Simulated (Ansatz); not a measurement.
```yaml
crystal:
  periodic: [false, false, false]
  atoms:
    - {symbol: Se, position_ang: [-2.028037, 1.724722, 0.143157]}
    - {symbol: Se, position_ang: [-0.075870, 0.711610, 1.300089]}
    - {symbol: Se, position_ang: [2.263105, -1.162385, -0.724769]}
    - {symbol: Se, position_ang: [1.530824, 1.099688, -0.235616]}
    - {symbol: Se, position_ang: [1.191694, -2.494587, 0.599332]}
    - {symbol: Se, position_ang: [-2.881717, 0.120962, -1.082212]}
basis:
  gaussian: {orbitals: def2-TZVP, initial_orbitals: start.molden}
total_charge: 1
magnetization: {spin_polarized: true, initial_magnetization: 1}
hamiltonian: {xc: pbe0, dispersion: d4}
scf: {omitted_lower_state_checks: [starts]}
output: {orbitals: {seedname: orbitals}}
```

The file start.molden holds the orbitals of an earlier run on this structure, at another level or in another basis.

```sh
$ ansatz run in.yaml --threads 4 --pin off --events-out ev --progress --plain --max-ram 4787MiB
```

**Question.** Does this run fit into the memory that it is given?

**Answer.** No. It has 288 basis functions, and Ansatz plans for 6 GiB where 5 GiB are given.
